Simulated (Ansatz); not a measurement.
Computed with Ansatz on PBE0-D4/def2-TZVP structures; ΔE is electronic, products minus reactants. CCSD(T)/CBS is the MP2 limit (def2-TZVPP, def2-QZVPP) plus CCSD(T) − MP2 in def2-TZVPP, frozen cores. This one scheme is used for every species. Functionals use def2-TZVPP. B3LYP here is the variant with VWN-RPA as its local correlation; programs differ in this. Each species was taken in one conformer, which may not be the lowest.

Consider the cleavage of the Si–B bond: `[AlH2][B]([SiH3])O[SiH3]` + `[CH3][AlH][SH]` → `[CH3][AlH][S][SiH3]` + `[AlH2][BH]O[SiH3]`.

| level | ΔE (kJ/mol) | difference from CCSD(T)/CBS |
| --- | --- | --- |
| PBE-D4 | -58.2 | 17.7 |
| r2SCAN-D4 | -68.3 | 7.6 |
| PBE0-D4 | -66.1 | 9.8 |
| B3LYP-D4 | -74.2 | 1.7 |
| ωB97X-V | -74.2 | 1.7 |
| ωB97M-V | -75.2 | 0.7 |
| B2PLYP | -78.6 | -2.7 |
| PBE | -58.6 | 17.3 |
| r2SCAN | -68.5 | 7.4 |
| PBE0 | -66.5 | 9.4 |
| B3LYP | -74.8 | 1.1 |
| HF/def2-TZVPP | -98.0 | -22.1 |
| MP2/def2-TZVPP | -84.3 | -8.4 |
| SCS-MP2/def2-TZVPP | -85.3 | -9.4 |
| CCSD/def2-TZVPP | -76.1 | -0.2 |
| CCSD(T)/def2-TZVPP | -73.0 | 2.9 |
| HF/def2-QZVPP | -98.5 | -22.6 |
| MP2/def2-QZVPP | -86.2 | -10.3 |
| SCS-MP2/def2-QZVPP | -87.1 | -11.2 |
| HF/CBS(def2) | -98.6 | -22.7 |
| MP2/CBS(def2) | -87.3 | -11.4 |
| CCSD/CBS(def2) | -79.1 | -3.2 |
| CCSD(T)/CBS | -75.9 | 0 |

Largest T1 diagnostic among the species: 0.014.

In def2-TZVPP, CCSD(T) changes the Hartree–Fock value by +25.0 kJ/mol (the triples alone add +3.1 kJ/mol) and MP2 by +13.7 kJ/mol. From PBE to PBE0 (25 % exact exchange), in def2-TZVPP and without D4, ΔE moves by −7.9 kJ/mol.
